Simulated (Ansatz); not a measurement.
Basis sets compared for trans-[IrF2(NH3)4]+ (IrN4F2H12⁺). The state is a singlet with charge 1. Geometry r2SCAN-D4/def2-SVP. Ansatz on 4 threads of Arm Neoverse V2 on a shared host; times are rough, and most runs start from earlier orbitals.

```tsv
atom	x (Å)	y (Å)	z (Å)
F1	1.6581	-0.7396	-0.8222
F2	-1.6584	0.7395	0.8222
Ir3	0.0000	0.0002	0.0000
N4	0.1217	-0.8938	1.8792
N5	-0.1231	0.8938	-1.8794
N6	-0.7752	-1.7605	-0.8023
N7	0.7767	1.7604	0.8026
H8	0.1200	-1.9183	1.8912
H9	-0.7319	-0.5718	2.3611
H10	0.9297	-0.6229	2.4483
H11	-0.1201	1.9183	-1.8914
H12	-0.9329	0.6241	-2.4464
H13	0.7289	0.5709	-2.3635
H14	-1.1804	-2.4201	-0.1311
H15	0.0424	-2.2164	-1.2361
H16	-1.4932	-1.6408	-1.5235
H17	1.1802	2.4206	0.1309
H18	1.4968	1.6399	1.5216
H19	-0.0394	2.2166	1.2388
```

In the def2 sets Ir takes a core potential; there is no spin–orbit coupling. Another isomer (singlet) lies 0.11 eV lower at PBE0-D4/def2-TZVP; other spin states weren't run for this one.

```tsv
level	functions	energy (Eh)	HOMO (eV)	LUMO (eV)	wall time
PBE-D4/def2-SVP	176	-529.4824	-8.17	-4.75	2.7 s
PBE0-D4/def2-SVP	176	-529.4408	-9.93	-3.65	3.8 s
```

Task: Estimate the rows for PBE-D4/def2-TZVP (with forces), PBE0-D4/def2-TZVP.

Result: 
```tsv
level	functions	energy (Eh)	HOMO (eV)	LUMO (eV)	wall time
PBE-D4/def2-TZVP (with forces)	298	-530.0071	-8.34	-4.97	4.8 s
PBE0-D4/def2-TZVP	298	-529.9600	-10.03	-4.10	8 s
```
